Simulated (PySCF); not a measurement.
**Stationary points of H₄TeO**

All numbers come from PySCF, PBE0, basis Te def2-TZVP with ECP28, O def2-TZVP, H def2-TZVP (scalar-relativistic core potentials, no spin–orbit coupling, density fitting).

Relaxations began from a few typed shapes. The search is not exhaustive: other isomers or separated fragments can lie lower, and high-lying points may rest on an excited occupation.

| spin | group | bonds | angles | imaginary modes (cm⁻¹) | ΔE (kJ/mol) | ΔE with ZPE (kJ/mol) |
| --- | --- | --- | --- | --- | --- | --- |
| singlet | C2v | Te–H 1.701 Å (×2), Te–H 1.729 Å (×2), Te–O 1.799 Å | H–Te–H 88.3° (×4), H–Te–H 102.0°, H–Te–H 174.5°, H–Te–O 92.8° (×2), H–Te–O 129.0° (×2) | none | 0.0 | 0.0 |
| singlet | C4v | Te–H 1.727 Å (×4), Te–O 1.789 Å | H–Te–H 85.1° (×4), H–Te–H 145.9° (×2), H–Te–O 107.1° (×4) | 490i | 24.4 | – |
| singlet | C3v | Te–H 1.702 Å (×3), Te–H 1.749 Å, Te–O 1.804 Å | H–Te–H 83.9° (×3), H–Te–H 118.9° (×3), H–Te–O 96.1° (×3), H–Te–O 180.0° | none | 30.7 | 26.6 |

The lowest minimum found is the singlet C2v: Te–H 1.701 Å (×2), Te–H 1.729 Å (×2), Te–O 1.799 Å; H–Te–H 88.3° (×4), H–Te–H 102.0°, H–Te–H 174.5°, H–Te–O 92.8° (×2), H–Te–O 129.0° (×2).

Counting electrons, tellurium keeps none of its valence electrons outside its bonds, so the VSEPR class is AX5 and the expected shape is trigonal bipyramidal; with unlike ligands the computed point group is C2v.
